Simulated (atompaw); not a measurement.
# magnesium (Mg) PAW (atompaw): all-electron and pseudo phase curves

```json
{
  "Element": "magnesium (Mg)",
  "Generator": "atompaw 4.2.0.5",
  "Type": "PAW",
  "Functional": "LDA (PW92)",
  "Relativity": "scalar-relativistic",
  "Frozen core": "[He]",
  "Valence charge": "10",
  "Reference configuration": "2s2 2p6 3s2 3p0",
  "Partial waves": "2s (bound): rc 1.00 bohr; 3s (bound): rc 1.00 bohr; 2p (bound): rc 0.90 bohr; 3p (bound, empty): rc 1.30 bohr",
  "Local potential": "bessel scheme, radius 1.05 bohr",
  "Core correction": "smooth core density matched at 1.30 bohr",
  "Augmentation charge": "sinc compensation charge, radius 1.15 bohr; PAW radius 1.30 bohr; waves and projectors: custom rrkj gramschmidtortho"
}
```

The phase is arctan(r·u′/u) with u = r·R(r), unwrapped; energies in Ry, scanned from -8 to 5 Ry. A pole is an energy at which the radial function vanishes at the test radius. The pseudo phase is shifted by a multiple of π to meet the all-electron one at the reference energy, and phase errors are pseudo minus all-electron; the curves can meet again beyond the range given. Levels narrower than the energy grid can be missing from the lists of poles.

```tsv
channel	radius (bohr)	reference energy (Ry)	poles, all-electron	poles, pseudo	unbroken range about the reference energy with phases within 0.05 rad	phase error 1 Ry above the reference energy (rad)
s	1.31	-0.35	-4.94	-4.94	the whole range	+0.000
p	1.31	-0.10	-2.56	-2.56	below 4.1	+0.000
```

Phases in the p channel:

```
E (Ry)  all-electron  pseudo
 -8.00         1.250   1.254
 -7.52         1.232   1.236
 -7.04         1.210   1.213
 -6.56         1.181   1.184
 -6.08         1.142   1.145
 -5.60         1.085   1.088
 -5.12         0.991   0.995
 -4.64         0.805   0.809
 -4.16         0.316   0.319
 -3.68        -0.735  -0.734
 -3.20        -1.314  -1.314
 -2.72        -1.529  -1.528
 -2.24        -1.637  -1.636
 -1.76        -1.705  -1.704
 -1.28        -1.756  -1.755
 -0.80        -1.798  -1.798
 -0.32        -1.836  -1.836
  0.16        -1.873  -1.873
  0.64        -1.912  -1.912
  1.12        -1.954  -1.953
  1.60        -2.001  -1.999
  2.08        -2.057  -2.053
  2.56        -2.124  -2.116
  3.04        -2.208  -2.194
  3.52        -2.317  -2.292
  4.00        -2.461  -2.417
  4.48        -2.654  -2.579
  4.96        -2.905  -2.785
```
